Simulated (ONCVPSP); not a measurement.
# Gd, ONCV: configuration errors across variants

ONCVPSP 4.0.1 input, shortened (lines: element, Z, core and valence counts, functional; n l f; lmax; l rc ep ncon nbas qcut; lloc lpopt rc5 dvloc0; l nproj debl; icmod fcfact rcfact), PBE, non-relativistic:

```
  Gd 64.00    9    5        4      upf
    1    0    2.00
    2    0    2.00
    2    1    6.00
    3    0    2.00
    3    1    6.00
    3    2   10.00
    4    0    2.00
    4    1    6.00
    4    2   10.00
    4    3    7.00
    5    0    2.00
    5    1    6.00
    5    2    2.00
    6    0    1.00
    3
    0    2.20    0.00    4    8    5.60
    1    1.95    0.00    4    9    6.50
    2    3.30    0.00    4    8    5.70
    3    1.10    0.00    4    8   16.80
    3    5    1.10    0.00
    0    2    0.80
    1    2    2.70
    2    1    0.30
    3    0    2.30
    3    3.25    1.25
```

All-electron excitation energies from the reference (eV): (1) 4f7 5s2 5p6 5d1 6s2 -0.794; (2) 4f7 5s2 5p6 5d1 6s1 5.374; (3) 4f7 5s2 5p6 5d1 6s0 16.685; (4) 4f6 5s2 5p6 5d2 6s1 18.441.

1 further variants failed, have other tests or too few solved ones, and are left out.

A true bound ghost makes a file unfit for plane-wave use even where its test errors are small: the radial tests pick states by their node count and pass the ghost by.

Errors AE − PS in meV (a dash: test not solved or not reliable):

| change | (1) | (2) | (3) | (4) | bound ghosts | GHOST(+) flags above zero |
| --- | --- | --- | --- | --- | --- | --- |
| base | -1.9 | -0.7 | +0.4 | -197 | s, p, d | s |
| d: rc 2.32 | -3.6 | -1.9 | -0.1 | -177 | s, p, d | s |
| d: rc 2.58 | -3.6 | -1.9 | -0.1 | -176 | s, p, d | s |
| d: rc 2.98 | -3.2 | -1.6 | 0.0 | -183 | s, p, d | s |
| d: rc 3.4 | -1.0 | 0.0 | +0.8 | -206 | s, p, d | s |
| d: rc 3.82 | +6.8 | +6.4 | +4.7 | -266 | s, p, d | s |
| d: rc 4.42 | +13 | +12 | +9.8 | -305 | s, p, d | s |

(1) Give the same row for: d: rc 4.

Results:

(1) +1.6, +2.1, +2.0, -226; bound ghosts: s, p, d; GHOST(+) flags above zero: s.
